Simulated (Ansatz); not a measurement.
Geometry optimisation, Ansatz, RKS r2SCAN/def2-SVP.

Input:

```yaml
crystal:
  periodic: [false, false, false]
  atoms:
    - { symbol: Al, position_ang: [-1.19586, 1.121999, -0.125766] }
    - { symbol: O, position_ang: [0.123714, 0.153936, 0.652429] }
    - { symbol: C, position_ang: [0.254032, -1.2419, 0.78378] }
    - { symbol: H, position_ang: [-2.349131, 0.34479, -0.881326] }
    - { symbol: H, position_ang: [-1.088425, 2.672377, 0.131516] }
    - { symbol: H, position_ang: [1.666721, 0.763077, -0.887763] }
    - { symbol: Cl, position_ang: [1.682822, 1.101321, -2.158568] }
    - { symbol: H, position_ang: [0.412071, -1.740773, -0.192054] }
    - { symbol: H, position_ang: [1.126194, -1.469539, 1.421177] }
    - { symbol: H, position_ang: [-0.632138, -1.705287, 1.256676] }
basis:
  gaussian: { orbitals: def2-SVP }
hamiltonian:
  xc: r2scan
relax:
  f_tol: 0.03
  max_steps: 50
```

Launched with:

```bash
$ ansatz run input.yaml --threads 2 --pin off --max-ram 3072MiB --backend cpu --events-out ev --progress --plain --runs-dir out
```

Question: Where does it end, and by what steps?

Answer: It converged. After 20 steps the energy has fallen by 1.456 eV; Cl7 moved furthest, 1.10 Å. Parted: H6–Cl7 (1.32 → 2.57 Å). Joined: Al1–Cl7 (3.52 → 2.17 Å), O2–H6 (2.26 → 0.98 Å).

```csv
step,energy less start (eV),largest force component (eV/Å),accepted
0,0.0000,1.401,yes
1,-0.1488,0.749,yes
2,-0.2293,0.522,yes
3,-0.2941,0.582,yes
4,-0.4072,0.963,yes
5,-0.6804,1.560,yes
6,-0.9233,3.457,yes
7,-1.1722,1.031,yes
8,-1.2616,1.531,yes
9,-1.3958,0.489,yes
10,-1.4363,0.426,yes
11,-1.4250,0.377,no
12,-1.4475,0.061,yes
13,-1.4487,0.044,yes
14,-1.4500,0.047,yes
15,-1.4512,0.177,yes
16,-1.4532,0.082,yes
17,-1.4543,0.063,yes
18,-1.4553,0.030,yes
19,-1.4558,0.032,yes
20,-1.4560,0.023,yes
```

```xyz
10
Properties=species:S:1:pos:R:3
Al -0.727 1.242 -0.688
O 0.564 0.118 0.315
C 0.283 -1.208 0.796
H -1.767 0.133 -1.166
H -1.143 2.405 0.307
H 1.383 0.147 -0.214
Cl 0.806 1.758 -2.137
H 0.120 -1.905 -0.041
H 1.113 -1.547 1.432
H -0.632 -1.141 1.397
```

Whether the end is a true minimum wasn't checked by a vibrational analysis.

Time of the run: 51 s on 2 threads of AMD EPYC 7B13 (Zen 3), with other jobs on the host, peak memory 0.18 GiB.
